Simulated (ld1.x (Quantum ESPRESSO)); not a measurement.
# antimony (Sb), TM: configuration errors across variants

antimony, norm-conserving Troullier–Martins (Kleinman–Bylander form), made with ld1.x (Quantum ESPRESSO) 7.5 (PBEsol, scalar-relativistic). Core [Kr] 4d10, reference 5s2 5p3. Waves: 5p (bound): rc 1.90 bohr; 5d channel at -0.1 Ry: rc 2.05 bohr; 5s (bound): rc 1.90 bohr. Local part: the s channel. Core correction: Bessel-smoothed model core inside 2.00 bohr.

All-electron excitation energies from the reference (eV): (1) 5s2 5p2 8.344; (2) 5s2 5p1 24.356; (3) 5s2 5p0 48.800; (4) 5s1 5p4 8.142; (5) 5s0 5p5 16.494; (6) 5s1 5p0 93.133; (7) 5s2 5p2.5 3.273.

A true bound ghost makes a file unfit for plane-wave use even where its test errors are small: the radial tests pick states by their node count and pass the ghost by.

Errors AE − PS in meV (a dash: test not solved or not reliable):

```tsv
change	(1)	(2)	(3)	(4)	(5)	(6)	(7)	bound ghosts
base	-5.5	-38	-150	-11	-41	-524	-1.3	d
all radii but the core radius scaled by about 0.78 (s 1.48, p 1.48, d 1.58 bohr)	-6.9	-44	-152	-10	-42	-561	-1.5	p, d
all radii but the core radius scaled by about 0.82 (s 1.56, p 1.56, d 1.68 bohr)	-6.1	-42	-157	-9.5	-37	-563	-1.4	p, d
all radii but the core radius scaled by about 0.90 (s 1.70, p 1.70, d 1.84 bohr)	-5.5	-39	-155	-9.0	-34	-548	-1.3	p, d
all radii but the core radius scaled by about 1.04 (s 1.98, p 1.98, d 2.14 bohr)	-5.5	-38	-147	-12	-46	-515	-1.3	d
all radii but the core radius scaled by about 1.12 (s 2.14, p 2.14, d 2.30 bohr)	-5.4	-36	-140	-15	-58	-504	-1.3	d
all radii but the core radius scaled by about 1.19 (s 2.26, p 2.26, d 2.44 bohr)	-5.1	-34	-133	-17	-68	-499	-1.2	none
all radii but the core radius scaled by about 1.23 (s 2.34, p 2.34, d 2.52 bohr)	-4.9	-33	-129	-18	-74	-498	-1.2	none
all radii but the core radius scaled by about 1.34 (s 2.54, p 2.54, d 2.74 bohr)	-3.7	-26	-109	-26	-107	-509	-1.0	none
all radii but the core radius scaled by about 1.37 (s 2.60, p 2.60, d 2.82 bohr)	-3.7	-26	-109	-25	-107	-509	-1.0	none
```

Task: Give the same row for: all radii but the core radius scaled by about 0.97 (s 1.84, p 1.84, d 1.98 bohr).

Result: -5.5, -38, -151, -10, -39, -528, -1.3; bound ghosts: d.
